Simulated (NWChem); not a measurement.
System: CH$_{9}$AlO$_{2}$Si$_{2}$; SMILES [CH3][Al]([O][SiH3])[O][SiH3]

Parts of the log:

```
             Northwest Computational Chemistry Package (NWChem) 7.3.0
             --------------------------------------------------------

                             Geometry "geometry" -> ""
                             -------------------------

 Output coordinates in angstroms (scale by  1.889725989 to convert to a.u.)

  No.       Tag          Charge          X              Y              Z
 ---- ---------------- ---------- -------------- -------------- --------------
    1 Al                  13.0000     0.95654600    -0.01824000    -0.02151900
    2 C                    6.0000     2.90404400     0.00773100    -0.06512900
    3 H                    1.0000     3.30042600     1.02795900    -0.08831700
    4 H                    1.0000     3.28294500    -0.52629200    -0.94490400
    5 H                    1.0000     3.31959900    -0.49756200     0.81542100
    6 O                    8.0000     0.12089000    -1.50462700    -0.05672000
    7 Si                  14.0000    -1.03059000    -2.67551600    -0.06865400
    8 H                    1.0000    -1.02615000    -3.39466000    -1.37215900
    9 H                    1.0000    -2.39106900    -2.10426000     0.14065200
   10 H                    1.0000    -0.77225700    -3.66320500     1.01502300
   11 O                    8.0000     0.05071400     1.42311000     0.05443800
   12 Si                  14.0000    -1.01765100     2.66621900     0.13128100
   13 H                    1.0000    -2.12363300     2.48324600    -0.84950100
   14 H                    1.0000    -0.33629600     3.95399100    -0.17636500
   15 H                    1.0000    -1.61148700     2.76748900     1.49324500

 Effective nuclear repulsion energy (a.u.)     412.2749540845

                              NWChem Property Module
                              ----------------------

  itol2e modified to match energy
  convergence criterion.

                                 NWChem DFT Module
                                 -----------------

 Summary of "ao basis" -> "ao basis" (spherical)
 ------------------------------------------------------------------------------
       Tag                 Description            Shells   Functions and Types
 ---------------- ------------------------------  ------  ---------------------
 Al                         pcsseg-1                10       24   4s5p1d
 C                          pcsseg-1                 7       17   3s3p1d
 H                          pcsseg-1                 3        5   2s1p
 O                          pcsseg-1                 7       17   3s3p1d
 Si                         pcsseg-1                10       24   4s5p1d

  itol2e modified to match energy
  convergence criterion.

            General Information
            -------------------
          SCF calculation type: DFT
          Wavefunction type:  closed shell.
          No. of atoms     :    15
          No. of electrons :    72
           Alpha electrons :    36
            Beta electrons :    36
          Charge           :     0
          Spin multiplicity:     1
          Use of symmetry is: off; symmetry adaption is: off
          Maximum number of iterations: 150
          AO basis - number of functions:   168
                     number of shells:    78
          Convergence on energy requested:  1.00D-07
          Convergence on density requested:  1.00D-05
          Convergence on gradient requested:  5.00D-04

              XC Information
              --------------
                        BHLYP Method XC Functional
                     Hartree-Fock (Exact) Exchange  0.500
                        Slater Exchange Functional  0.500 local
                    Becke 1988 Exchange Functional  0.500 non-local
              Lee-Yang-Parr Correlation Functional  1.000

             Grid Information
             ----------------
          Grid used for XC integration:  fine
          Radial quadrature: Mura-Knowles
          Angular quadrature: Lebedev.
          Tag              B.-S. Rad. Rad. Pts. Rad. Cut. Ang. Pts.
          ---              ---------- --------- --------- ---------
          Al                  1.25      123          12.0       770
          C                   0.70       70          14.0       590
          H                   0.35       60          17.0       590
          O                   0.60       70          13.0       590
          Si                  1.10      123          15.0       770
          Grid pruning is: on
          Number of quadrature shells:  1119
          Spatial weights used:  Erf1

      Superposition of Atomic Density Guess
      -------------------------------------

 Sum of atomic energies:       -1011.11468620

      Non-variational initial energy
      ------------------------------

 Total energy =   -1013.193750
 1-e energy   =   -2218.755424
 2-e energy   =     793.286719
 HOMO         =      -0.398263
 LUMO         =      -0.048847

   convergence    iter        energy       DeltaE   RMS-Dens  Diis-err
 ---------------- ----- ----------------- --------- --------- ---------
 d= 0,ls=0.0,diis     1  -1015.3002376378 -1.43D+03  6.69D-03  1.38D+00
 d= 0,ls=0.0,diis     2  -1015.2891138461  1.11D-02  3.66D-03  1.66D+00
 d= 0,ls=0.0,diis     3  -1015.4353162071 -1.46D-01  5.38D-04  2.63D-02
 d= 0,ls=0.0,diis     4  -1015.4376318491 -2.32D-03  1.25D-04  8.86D-04
 d= 0,ls=0.0,diis     5  -1015.4377271959 -9.53D-05  3.80D-05  8.23D-05
  Resetting Diis
 d= 0,ls=0.0,diis     6  -1015.4377381327 -1.09D-05  9.30D-06  4.53D-06
 d= 0,ls=0.0,diis     7  -1015.4377386573 -5.25D-07  2.80D-06  2.29D-07
 d= 0,ls=0.0,diis     8  -1015.4377386626 -5.30D-09  1.28D-06  2.51D-07

         Total DFT energy =    -1015.437738662598
      One electron energy =    -2225.843060490612
           Coulomb energy =      884.733525306271
    Exchange-Corr. energy =      -86.603157562799
 Nuclear repulsion energy =      412.274954084542

 Numeric. integr. density =       71.999999149340

                       DFT Final Molecular Orbital Analysis
                       ------------------------------------

[...]

          -----------------------------------------
          Chemical Shielding Tensors (GIAO, in ppm)
          -----------------------------------------

                                NWChem CPHF Module
                                ------------------

  scftype          =     RHF
  nclosed          =       36
  nopen            =        0
  variables        =     4752
  # of vectors     =        3
  tolerance        = 0.10D-03
  level shift      = 0.00D+00
  max iterations   =       50
  max subspace     =       30

 SCF residual:    1.0887223122849329E-004

Iterative solution of linear equations
  No. of variables     4752
  No. of equations        3
  Maximum subspace       30
        Iterations       50
       Convergence  1.0D-04

   iter   nsub   residual    time
   ----  ------  --------  ---------
     1      3    9.46D-01     121.7
     2      6    6.34D-02     132.0
     3      9    4.07D-03     142.3
     4     12    6.01D-04     152.3
     5     15    5.55D-05     161.8

      Atom:    1  Al
        Diamagnetic
    794.3188     -0.0648     -0.0955
     -0.0648    798.1116      0.2864
     -0.0955      0.2864    790.5564

        Paramagnetic
   -249.3595      2.2318     -3.2827
      2.2318   -375.8150      0.5274
     -3.2827      0.5274   -392.8230

        Total Shielding Tensor
    544.9593      2.1670     -3.3782
      2.1670    422.2966      0.8139
     -3.3782      0.8139    397.7334

           isotropic =     454.9964
          anisotropy =     135.1169

          Principal Components and Axis System
                 1           2           3
              545.0743    422.2893    397.6257

      1         0.9996     -0.0167      0.0234
      2         0.0175      0.9992     -0.0350
      3        -0.0228      0.0354      0.9991

      Atom:    2  C
        Diamagnetic
    258.5993      0.4960     -0.2630
      0.4960    249.8532      0.0316
     -0.2630      0.0316    248.7070

        Paramagnetic
    -59.6114      3.0809     -0.1877
      3.0809    -41.0637      0.2833
     -0.1877      0.2833    -49.5337

        Total Shielding Tensor
    198.9879      3.5769     -0.4507
      3.5769    208.7896      0.3149
     -0.4507      0.3149    199.1733

           isotropic =     202.3169
          anisotropy =      11.4623

          Principal Components and Axis System
                 1           2           3
              209.9584    199.3518    197.6405

      1         0.3094     -0.3135      0.8978
      2         0.9508      0.0873     -0.2972
      3         0.0148      0.9456      0.3251

      Atom:    3  H
        Diamagnetic
     31.3265      6.2043     -0.3056
      6.2043     36.6653     -0.2997
     -0.3056     -0.2997     23.6472

        Paramagnetic
      0.6076     -1.5710      0.0964
     -1.5710      0.9889      0.0751
      0.0964      0.0751      3.2030

        Total Shielding Tensor
     31.9341      4.6333     -0.2092
      4.6333     37.6542     -0.2246
     -0.2092     -0.2246     26.8502

           isotropic =      32.1462
          anisotropy =      12.1493

          Principal Components and Axis System
                 1           2           3
               40.2457     29.3514     26.8415

      1         0.4872      0.8725      0.0363
      2         0.8730     -0.4877      0.0052
      3        -0.0222     -0.0292      0.9993

      Atom:    4  H
        Diamagnetic
     30.7662     -2.8942     -5.7010
     -2.8942     27.5752      5.6044
     -5.7010      5.6044     33.1811

        Paramagnetic
      0.6742      0.7327      1.5786
      0.7327      2.5241     -1.1491
      1.5786     -1.1491      1.0694

        Total Shielding Tensor
     31.4404     -2.1615     -4.1224
     -2.1615     30.0994      4.4554
     -4.1224      4.4554     34.2505

           isotropic =      31.9301
          anisotropy =      11.6531

          Principal Components and Axis System
                 1           2           3
               39.6988     28.9058     27.1858

      1        -0.4902      0.8518     -0.1847
      2         0.4553      0.4309      0.7791
      3         0.7432      0.2978     -0.5991

      Atom:    5  H
        Diamagnetic
     31.2100     -2.9884      5.8814
     -2.9884     27.2348     -5.2505
      5.8814     -5.2505     33.0650

        Paramagnetic
      0.5462      0.7534     -1.5930
      0.7534      2.5677      1.1006
     -1.5930      1.1006      1.0884

        Total Shielding Tensor
     31.7563     -2.2349      4.2883
     -2.2349     29.8025     -4.1499
      4.2883     -4.1499     34.1534

           isotropic =      31.9041
          anisotropy =      11.5828

          Principal Components and Axis System
                 1           2           3
               39.6259     28.8402     27.2461

      1         0.5231      0.8392     -0.1486
      2        -0.4299      0.4104      0.8042
      3         0.7359     -0.3568      0.5755

      Atom:    6  O
        Diamagnetic
    399.7330     21.7539      0.3251
     21.7539    412.1091      0.5551
      0.3251      0.5551    381.7022

        Paramagnetic
   -100.2597     -6.5324      0.3126
     -6.5324   -110.4974     -1.3424
      0.3126     -1.3424    -71.2983

        Total Shielding Tensor
    299.4733     15.2215      0.6377
     15.2215    301.6117     -0.7873
      0.6377     -0.7873    310.4039

           isotropic =     303.8296
          anisotropy =      17.9633

          Principal Components and Axis System
                 1           2           3
              315.8052    310.4402    285.2435

      1         0.6810      0.0471      0.7308
      2         0.7318     -0.0079     -0.6815
      3        -0.0263      0.9989     -0.0398

      Atom:    7  Si
        Diamagnetic
    878.9652      5.2718      0.0728
      5.2718    880.7387      0.0999
      0.0728      0.0999    874.0492

        Paramagnetic
   -457.2037     52.0425      1.2297
     52.0425   -452.3593      0.1573
      1.2297      0.1573   -502.3325

        Total Shielding Tensor
    421.7615     57.3143      1.3025
     57.3143    428.3793      0.2572
      1.3025      0.2572    371.7167

           isotropic =     407.2859
          anisotropy =     112.8073

          Principal Components and Axis System
                 1           2           3
              482.4907    371.8480    367.5189

      1         0.6864      0.1250      0.7164
      2         0.7271     -0.1312     -0.6739
      3         0.0098      0.9834     -0.1810

      Atom:    8  H
        Diamagnetic
     24.5186      1.8270      0.8654
      1.8270     29.2322      6.4572
      0.8654      6.4572     33.0920

        Paramagnetic
      0.3212      0.2385      0.0825
      0.2385     -1.4304     -2.9749
      0.0825     -2.9749     -5.3834

        Total Shielding Tensor
     24.8398      2.0655      0.9479
      2.0655     27.8019      3.4823
      0.9479      3.4823     27.7087

           isotropic =      26.7835
          anisotropy =       7.6631

          Principal Components and Axis System
                 1           2           3
               31.8922     24.9723     23.4859

      1         0.2928     -0.6528      0.6987
      2         0.7012     -0.3501     -0.6210
      3         0.6500      0.6717      0.3553

      Atom:    9  H
        Diamagnetic
     36.8584     -2.0359     -1.7550
     -2.0359     26.6602      0.5436
     -1.7550      0.5436     23.0664

        Paramagnetic
     -5.6471      2.5768      0.9347
      2.5768     -1.1613     -0.4133
      0.9347     -0.4133      0.1916

        Total Shielding Tensor
     31.2113      0.5409     -0.8204
      0.5409     25.4989      0.1303
     -0.8204      0.1303     23.2581

           isotropic =      26.6561
          anisotropy =       7.0292

          Principal Components and Axis System
                 1           2           3
               31.3422     25.4665     23.1595

      1         0.9910     -0.0808      0.1063
      2         0.0895      0.9928     -0.0798
      3        -0.0991      0.0886      0.9911

      Atom:   10  H
        Diamagnetic
     24.5844      0.3529      0.9110
      0.3529     32.2129     -6.9639
      0.9110     -6.9639     30.0283

        Paramagnetic
      0.0732      1.0585     -0.9718
      1.0585     -2.8605      3.4113
     -0.9718      3.4113     -3.6971

        Total Shielding Tensor
     24.6577      1.4114     -0.0608
      1.4114     29.3524     -3.5526
     -0.0608     -3.5526     26.3312

           isotropic =      26.7804
          anisotropy =       7.6888

          Principal Components and Axis System
                 1           2           3
               31.9063     24.9738     23.4612

      1         0.1662      0.7980     -0.5793
      2         0.8308      0.2031      0.5182
      3        -0.5312      0.5674      0.6292

      Atom:   11  O
        Diamagnetic
    398.2940    -22.1722     -1.2905
    -22.1722    412.9684      1.7803
     -1.2905      1.7803    381.2152

        Paramagnetic
    -92.5615      5.4220      1.2224
      5.4220   -122.6715     -1.7524
      1.2224     -1.7524    -68.7499

        Total Shielding Tensor
    305.7325    -16.7502     -0.0681
    -16.7502    290.2970      0.0279
     -0.0681      0.0279    312.4653

           isotropic =     302.8316
          anisotropy =      20.4407

          Principal Components and Axis System
                 1           2           3
              316.4588    312.4640    279.5720

      1         0.8420      0.0150      0.5392
      2        -0.5391     -0.0101      0.8422
      3        -0.0181      0.9998      0.0004

[...]
```

Level: BHandHLYP/pcSseg-1, GIAO. The geometry was optimised at B3LYP/6-31G* (spherical d). The printed shielding anisotropy is the first printed principal value minus the mean of the other two.

Question: Write an input that gives this output.

Answer: This is not unique; one that fits is the input that was run:
```
start job
memory heap 200 mb stack 900 mb global 1100 mb
geometry units angstroms noautosym nocenter noautoz
  Al     0.956546    -0.018240    -0.021519
  C      2.904044     0.007731    -0.065129
  H      3.300426     1.027959    -0.088317
  H      3.282945    -0.526292    -0.944904
  H      3.319599    -0.497562     0.815421
  O      0.120890    -1.504627    -0.056720
  Si    -1.030590    -2.675516    -0.068654
  H     -1.026150    -3.394660    -1.372159
  H     -2.391069    -2.104260     0.140652
  H     -0.772257    -3.663205     1.015023
  O      0.050714     1.423110     0.054438
  Si    -1.017651     2.666219     0.131281
  H     -2.123633     2.483246    -0.849501
  H     -0.336296     3.953991    -0.176365
  H     -1.611487     2.767489     1.493245
end
basis spherical
  * library pcsseg-1
end
dft
  xc bhlyp
  iterations 150
end
property
  shielding
end
task dft property
```
